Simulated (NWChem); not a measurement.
System: SiH3SeCl; SMILES [SiH3][Se]Cl

The following NWChem deck was run.

```
start job
memory heap 200 mb stack 900 mb global 1100 mb
geometry units angstroms noautoz
  Se     0.792705     0.072227     0.096977
  Cl    -0.774936     1.601663    -0.133251
  Si    -0.679145    -1.684273     0.021065
  H      0.195712    -2.886272     0.166594
  H     -1.396347    -1.705766    -1.284391
  H     -1.651284    -1.596852     1.146368
end
basis spherical
  Se library sto-3g
  Cl library sto-3g
  Si library sto-3g
  H library sto-3g
end
dft
  xc xtpss03 ctpss03
  iterations 150
  mulliken
end
task dft energy
```

Coordinates come from a PBE0/def2-SVP optimisation.

Question: Give the results of this calculation. (TPSS/STO-3G.) Quantities: basis functions; energy (Ha); highest occupied level (eV); orbital gap (eV); dipole (D).

Answer: The number of basis functions comes out as 39 and the energy (Ha) is -3118.01. The highest occupied level (eV) is -3.37. The orbital gap (eV) is 3.18 and the dipole (D) is 2.79.
